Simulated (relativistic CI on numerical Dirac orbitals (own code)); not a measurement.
# Er³⁺: calculation against measurement

Computed by Dirac-Coulomb-Breit CI, KLI orbitals optimised for each configuration, a model potential for QED, valence Slater integrals scaled by 0.85, P86 correlation energy added to each configuration (own radial code, finite nucleus).

Configurations in the expansion (outside the closed core [Kr] 4d10 5s2): 4f¹¹5p⁶, 4f¹⁰5p⁶5d, 4f¹⁰5p⁶6s, 4f¹⁰5p⁶6p, 4f¹³5p⁴, 4f¹²5p⁵, 4f¹⁰5p⁶7s, 4f¹⁰5p⁶7p. Levels of other configurations are missing.

```csv
Configuration,Term (tabulated),J,Measured (cm⁻¹),Computed,Error,Purity (%)
4f¹¹5p⁶,4I°,15/2,0.0,0,0,97
4f¹¹5p⁶,4I°,13/2,6507.8,6433,-75,99
4f¹¹5p⁶,4I°,11/2,10171.8,9998,-173,82
4f¹¹5p⁶,4I°,9/2,12468.7,12263,-205,59
4f¹¹5p⁶,4F°,9/2,15404.9,16181,776,57
4f¹¹5p⁶,2H°,11/2,19331.7,19490,159,64
4f¹¹5p⁶,4G°,11/2,26707.8,28054,1346,77
4f¹¹5p⁶,4G°,9/2,27766.8,29478,1711,72
```

Measured levels from measured levels as listed in Tchang-Brillet, Wyart, Meftah and Ait Mammar, Atoms 6, 52 (2018); pairs were made by configuration, J and term (by order where the table uses no LS term), so strongly mixed levels may be paired wrongly. Some J values or terms of the table were assigned by a fit.

Mean error by configuration (cm⁻¹): 4f¹¹5p⁶ 505. Over the excited levels the mean absolute error is 635 cm⁻¹ (7 of the 8 excited levels that our extract of the source holds in range could be paired, and the others can miss by more), and the median relative error of those above 1,000 cm⁻¹ is 1.7 %. Some levels of the ground configuration have no partner.
